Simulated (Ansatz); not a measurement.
Bonds to the group Y in Y-Sb(OH)2. Gas-phase values, no solvent. Each species was relaxed from one start; no search for lower structures was made at this level. In the def2 sets, heavy atoms carry core potentials. Strings in code marks are SMILES.

Level of theory: CAM-B3LYP-D3(BJ)/def2-TZVP // B3LYP-D3(BJ)/def2-SVP in Ansatz (an electronic-structure program). 

| species | LUMO (eV) | HOMO–LUMO gap (eV) |
|---|---|---|
| group removed as a radical (`[OH][Sb][OH]` (H–O–Sb–O torsion -84°, O–Sb–O–H torsion -16°)) | – | – |
| Y = methyl (`[Sb]([OH])([OH])[CH3]` (O–Sb–O–H torsion -90°, O–Sb–O–H torsion -51°)) | 0.16 | ? |
| Y = isopropyl | 0.12 | 8.31 |
| Y = vinyl (`[Sb]([OH])([CH]=C)[OH]`) | -0.09 | 8.66 |

Some entries are withheld; supply them.


- Y = methyl (`[Sb]([OH])([OH])[CH3]` (O–Sb–O–H torsion -90°, O–Sb–O–H torsion -51°)), HOMO–LUMO gap (eV): 8.81
